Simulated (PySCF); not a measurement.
# J couplings in C2H8B2

Cartesian coordinates in Å; atom numbers follow the order of the lines, from 1:
```xyz
12

B     1.9490    0.0143    0.4346
C     0.8715   -1.0098   -0.0160
B    -0.2838   -0.1446   -0.6412
C    -1.5089    0.3772    0.1744
H     1.9099    0.5056    1.5406
H     2.8184    0.3784   -0.3246
H     1.2785   -1.6689   -0.7995
H     0.4772   -1.5623    0.8521
H    -0.2109    0.1499   -1.8172
H    -2.4315   -0.0354   -0.2739
H    -1.6053    1.4703    0.0466
H    -1.5023    0.1376    1.2476
```

Indirect spin–spin couplings were computed at B3LYP/pcJ-1 (spin–dipole term only in couplings to heteroatoms) (PySCF 2.14.0 with density-fitted response routines) on a PBE0-D3(BJ)/def2-SVP structure, for the isolated molecule, without vibrational or relativistic corrections. Couplings are averaged over pairs made equivalent by symmetry, fast rotation or ring inversion, so a value needn't be that of the named pair in this geometry, while other rotamers aren't included; one pair stands for each set, and the list holds those of at least 0.8 Hz over up to four bonds.

Isotopes: ¹¹B, ¹H, ¹³C.

```json
{"pair": "B1, C2", "bonds": "1", "J (Hz)": "39.3"}
{"pair": "B1, H5", "bonds": "1", "J (Hz)": "137.7"}
{"pair": "C2, B3", "bonds": "1", "J (Hz)": "35.1"}
{"pair": "C2, H7", "bonds": "1", "J (Hz)": "132.4"}
{"pair": "B3, C4", "bonds": "1", "J (Hz)": "52.1"}
{"pair": "B3, H9", "bonds": "1", "J (Hz)": "132.7"}
{"pair": "C4, H10", "bonds": "1", "J (Hz)": "?"}
{"pair": "B1, B3", "bonds": "2", "J (Hz)": "1.4"}
{"pair": "B1, H7", "bonds": "2", "J (Hz)": "-9.2"}
{"pair": "C2, C4", "bonds": "2", "J (Hz)": "2.6"}
{"pair": "C2, H5", "bonds": "2", "J (Hz)": "?"}
{"pair": "C2, H9", "bonds": "2", "J (Hz)": "8.0"}
{"pair": "B3, H7", "bonds": "2", "J (Hz)": "-9.1"}
{"pair": "B3, H10", "bonds": "2", "J (Hz)": "?"}
{"pair": "C4, H9", "bonds": "2", "J (Hz)": "?"}
{"pair": "H5, H6", "bonds": "2", "J (Hz)": "6.5"}
{"pair": "H7, H8", "bonds": "2", "J (Hz)": "8.1"}
{"pair": "H10, H11", "bonds": "2", "J (Hz)": "?"}
{"pair": "C2, H10", "bonds": "3", "J (Hz)": "?"}
{"pair": "C4, H7", "bonds": "3", "J (Hz)": "5.2"}
{"pair": "H5, H7", "bonds": "3", "J (Hz)": "8.1"}
{"pair": "H7, H9", "bonds": "3", "J (Hz)": "?"}
{"pair": "H9, H10", "bonds": "3", "J (Hz)": "?"}
{"pair": "B1, H10", "bonds": "4", "J (Hz)": "1.6"}
```

Question: Estimate the withheld couplings, with signs.

Answer: 
- ¹J(C4,H10) = 124.2 Hz (mean over equivalent pairs that range from 118.3 to 133.6 Hz in this conformer)
- ²J(C2,H5) = 4.6 Hz (angle at B1 121°)
- ²J(B3,H10) = -5.0 Hz (mean over equivalent pairs that range from -5.8 to -3.5 Hz in this conformer)
- ²J(C4,H9) = 9.1 Hz (angle at B3 118°)
- ²J(H10,H11) = -15.6 Hz (mean over equivalent pairs that range from -21.9 to -11.5 Hz in this conformer)
- ³J(C2,H10) = 3.0 Hz (mean over equivalent pairs that range from 1.7 to 4.8 Hz in this conformer)
- ³J(H7,H9) = 6.6 Hz (dihedral angle 31°)
- ³J(H9,H10) = 5.1 Hz (mean over equivalent pairs that range from 0.9 to 12.8 Hz in this conformer)
